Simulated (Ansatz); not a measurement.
Cost and result for the atomization energy of `[SiH3]OB(S)S` (10 atoms, 9 bonds).

Cartesian coordinates in Å:
```
Si -0.981 1.220 0.348
O -0.327 -0.080 -0.421
B 0.699 -0.956 -0.340
S 0.849 -2.298 -1.554
S 2.003 -0.912 0.930
H -2.288 0.817 0.916
H -0.089 1.694 1.439
H -1.158 2.296 -0.653
H -0.258 -1.959 -2.234
H 1.550 0.178 1.570
```

Total charge 0; spin multiplicity 1. The geometry is a stationary point of PBE0-D4/def2-TZVP. It is one conformer, not always the lowest. Program: Ansatz. All runs use 4 threads of an Arm Neoverse V1 on a shared host. Times are those of one run each, without the atoms' runs, and a repeat can differ threefold. Electronic energies, without spin–orbit coupling; frozen cores. CCSD(T)/CBS adds CCSD(T) − MP2 in def2-TZVPP to the MP2 limit, and its time is that of the two runs behind it. T1 = 0.013. HSE06 is the plane-wave form, built on full-range PBE exchange.

CCSD(T)/CBS is a level of theory with its own doubt, some kJ/mol a heavy atom from the limit and from the frozen cores, so smaller differences don't rank the functionals.

```
                           level  functions  wall time
          LDA (SPW92)/def2-TZVPP        258      1.6 s
            revPBE-D4/def2-TZVPP        258      2.7 s
              BLYP-D4/def2-TZVPP        258      2.7 s
 PBE-D4/def2-TZVPP (with forces)        258      3.2 s
             BHLYP-D4/def2-TZVPP        258      4.5 s
             HSE06-D4/def2-TZVPP        258      4.7 s
                CCSD(T)/def2-SVP        107      4.8 s
             PBE-QIDH/def2-TZVPP        258        7 s
               B97M-V/def2-TZVPP        258       11 s
ωB97M-V/def2-TZVPP (with forces)        258       16 s
                  MP2/def2-QZVPP        474       26 s
              CCSD(T)/def2-TZVPP        258      3 min
               CCSD(T)/CBS(def2)          –    3.4 min
```

**Question.** What atomization energy does each give, and how far from CCSD(T)/CBS? (Estimate.)

**Answer.** The calculation gave: 
```
                           level  atomization (kcal/mol)  difference from CCSD(T)/CBS  per bond
          LDA (SPW92)/def2-TZVPP                   953.2                        116.7      13.0
            revPBE-D4/def2-TZVPP                   826.4                        -10.1      -1.1
              BLYP-D4/def2-TZVPP                   831.7                         -4.8      -0.5
 PBE-D4/def2-TZVPP (with forces)                   845.3                          8.8       1.0
             BHLYP-D4/def2-TZVPP                   815.3                        -21.2      -2.4
             HSE06-D4/def2-TZVPP                   833.8                         -2.7      -0.3
                CCSD(T)/def2-SVP                   780.5                        -56.0      -6.2
             PBE-QIDH/def2-TZVPP                   829.6                         -6.9      -0.8
               B97M-V/def2-TZVPP                   846.8                         10.3       1.1
ωB97M-V/def2-TZVPP (with forces)                   842.7                          6.2       0.7
                  MP2/def2-QZVPP                   841.9                          5.4       0.6
              CCSD(T)/def2-TZVPP                   812.6                        -23.9      -2.7
               CCSD(T)/CBS(def2)                   836.5                          0.0       0.0
```

The D4 term adds +10.6 kcal/mol with B3LYP and +5.6 kcal/mol with PBE0; it sums over pairs of atoms, weighted by their polarisabilities, and B3LYP, whose exchange is more repulsive, gets the larger term. At CCSD(T), def2-SVP lies −56.0 kcal/mol from the extrapolated value and def2-TZVPP −23.9 kcal/mol: correlation converges slowly with the basis, and small sets miss more of it in the bonded molecule than in its fragments. From BLYP to BHLYP (50 % exact exchange), in def2-TZVPP and without D4, the atomization energy moves by −10.8 kcal/mol: exact exchange takes away binding that semilocal exchange gives to molecules.

B3LYP here is the variant with VWN-RPA as its local correlation; programs differ in this.
